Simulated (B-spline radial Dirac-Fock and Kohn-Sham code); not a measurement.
## How the settings move the core levels of Pr

ΔSCF core binding energies without Breit or QED terms, calculated with a radial atomic solver. Keys: rel is the Hamiltonian (dirac, or spin-free x2c and nr, where L3 and M5 stand for the whole 2p and 3d shells), method is hf or an exchange,correlation pair (spin-unpolarised, also for the hole states), nuc the nuclear model, radius_factor scales its radius, rmax is the box in bohr, h the logarithmic mesh step, order the B-spline order, points the quadrature points per cell, c_factor scales the speed of light, and damp, ndamp, maxit and tol steer the iteration. The run stops when the commutator error falls below 10·tol·max(1, Z/10), or the numerical noise floor, and the energy has settled to about 1e-8 Ha; the virial ratio is −V/T.

Base input:

```json
{"items": [{"Z": 59, "q": 0, "cfg": [[1, 0, 2], [2, 0, 2], [2, 1, 6], [3, 0, 2], [3, 1, 6], [3, 2, 10], [4, 0, 2], [4, 1, 6], [4, 2, 10], [4, 3, 3], [5, 0, 2], [5, 1, 6], [6, 0, 2]], "A": 141, "rrms": 4.8919, "do": "settings", "holes": ["K", "L3", "M5"],
  "settings": [{"rel": "dirac", "method": "hf", "nuc": "fermi", "radius_factor": 1.0, "rmax": 45.0, "h": 0.3, "order": 8, "points": 10, "c_factor": 1.0, "maxit": 60, "damp": 0.5, "ndamp": 3, "tol": 1e-08}]}]}
```

The ground state converged in 13 iterations, with total energy -9238.15132 Ha, virial ratio 1.92982 and highest orbital energy -4.67 eV. ΔSCF binding energies: K (1s) 42155.9 eV, L3 (2p3/2) 5979.3 eV, M5 (3d5/2) 934.0 eV.

Changes from the base run:

| changed setting | Δ total energy (Ha) | Δ K (eV) | Δ L3 (eV) | Δ M5 (eV) | iterations |
| --- | --- | --- | --- | --- | --- |
| rmax = 30.0 | 0.00000 | 0.00 | 0.00 | 0.00 | 13 |
| damp = 0.0 | 0.00000 | 0.00 | 0.00 | 0.00 | 14 |
| radius_factor = 2.0 | +1.15437 | -13.14 | +0.09 | +0.02 | 13 |
| nuc = "gauss"; h = 0.5; order = 9 | +0.21792 | +0.16 | +0.15 | +0.46 | 13 |
| radius_factor = 0.5; order = 9; tol = 0.0001 | -0.33466 | +3.81 | -0.02 | -0.01 | 10 |
| rmax = 60.0 | 0.00000 | 0.00 | 0.00 | 0.00 | 13 |
| method = "b88," | -1.72462 | +35.64 | -27.93 | -7.28 | 14 |
| rel = "nr" | ? | ? | ? | ? | ? |
| radius_factor = 0.5 | -0.33463 | +3.81 | -0.02 | -0.01 | 13 |
| order = 9 | 0.00000 | 0.00 | 0.00 | 0.00 | 13 |
| nuc = "sphere" | +0.00069 | -0.01 | 0.00 | 0.00 | 13 |
| c_factor = 0.9 | -83.92003 | +559.40 | -0.69 | -5.24 | 13 |
| rel = "nr"; method = "lda,"; h = 0.18 | +326.22361 | -2120.51 | -35.53 | +12.82 | 10 |
| rmax = 60.0; c_factor = 0.8; tol = 1e-06 | -208.68072 | +1393.37 | -2.63 | -12.79 | 10 |

**Question.** What does the change rel = "nr" do?

**Answer.** The total energy moves by +317.08797 Ha and the binding energies by K -2099.33 eV, L3 -2.46 eV, M5 +21.08 eV; the run takes 13 iterations.
